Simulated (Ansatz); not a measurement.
Start from `F[Si](F)([SiH3])Cl` and change one atom or group to get `F[Si](F)(Cl)[NH][GeH2][Cl]`.

Ansatz, PBE0-D4/def2-TZVP geometries, multiplicity 1. Each molecule was computed in one conformer, which needn't be the lowest.

Scalar relativity is left out up to krypton.

| property | `F[Si](F)([SiH3])Cl` |
| --- | --- |
| LUMO energy (ωB97M-V/def2-TZVPP) / eV | 1.43 |
| LUMO energy (PBE/def2-TZVPP) / eV | -1.28 |
| HOMO energy (PBE/def2-TZVPP) / eV | -7.75 |
| size of the dipole moment (ωB97M-V/def2-TZVPP) / D | 1.89 |
| size of the dipole moment (PBE/def2-TZVPP) / D | 1.77 |
| size of the dipole moment (B3LYP/def2-TZVPP) / D | 1.90 |

(1) What does the change do to each property? (An estimate is asked.)

Answers

(1) Ansatz gave: 
| property | `F[Si](F)(Cl)[NH][GeH2][Cl]` | shift |
| --- | --- | --- |
| LUMO energy (ωB97M-V/def2-TZVPP) / eV | 1.63 | 0.20 |
| LUMO energy (PBE/def2-TZVPP) / eV | -1.16 | 0.12 |
| HOMO energy (PBE/def2-TZVPP) / eV | -7.27 | 0.48 |
| size of the dipole moment (ωB97M-V/def2-TZVPP) / D | 2.64 | 0.75 |
| size of the dipole moment (PBE/def2-TZVPP) / D | 2.51 | 0.74 |
| size of the dipole moment (B3LYP/def2-TZVPP) / D | 2.62 | 0.72 |

Dipoles are sizes alone; their direction can turn.

B3LYP here is the variant with VWN-RPA as its local correlation; programs differ in this.
